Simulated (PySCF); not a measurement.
Scandium: a sound run and one with changed settings

Sound run: Sc [Ar] 3d1 4s2, Sc+ [Ar] 3d1 4s1. Calculation: PySCF 2.14, in def2-TZVP; the non-relativistic Hamiltonian (point nucleus). In the sound run the correlated levels freeze [Ar]. The sound run starts from symmetry-adapted Hartree-Fock orbitals and uses a fine grid where one is needed.

Changed run: basis STO-3G. This setting is unsound on purpose.

```json
{"species": "Sc", "method": "UHF", "sound run (hartree)": "-759.72444", "changed run (hartree)": "-751.99361", "converged": "yes"}
{"species": "Sc", "method": "B3LYP", "sound run (hartree)": "-760.63021", "changed run (hartree)": "-752.79436", "converged": "yes"}
{"species": "Sc", "method": "M06-L", "sound run (hartree)": "n/a", "changed run (hartree)": "-752.76189", "converged": "yes"}
{"species": "Sc", "method": "MP2", "sound run (hartree)": "-759.75044", "changed run (hartree)": "-752.02170", "converged": "yes"}
{"species": "Sc+", "method": "UHF", "sound run (hartree)": "-759.52720", "changed run (hartree)": "-751.82319", "converged": "yes"}
{"species": "Sc+", "method": "B3LYP", "sound run (hartree)": "-760.38892", "changed run (hartree)": "-752.55929", "converged": "yes"}
{"species": "Sc+", "method": "M06-L", "sound run (hartree)": "n/a", "changed run (hartree)": "-752.52550", "converged": "yes"}
{"species": "Sc+", "method": "MP2", "sound run (hartree)": "-759.52977", "changed run (hartree)": "-751.82319", "converged": "yes"}
```

Ionisation energy of Sc:

| method | sound run (eV) | changed run (eV) |
| --- | --- | --- |
| UHF | 5.367 | 4.637 |
| B3LYP | 6.566 | 6.396 |
| M06-L | n/a | 6.433 |
| MP2 | 6.005 | 5.402 |
| SCS-MP2 | 6.134 | 5.555 |

A minimal basis cannot let orbitals breathe on ionisation and holds almost no correlation.

For comparison, NIST gives 6.561 eV between the lowest levels.
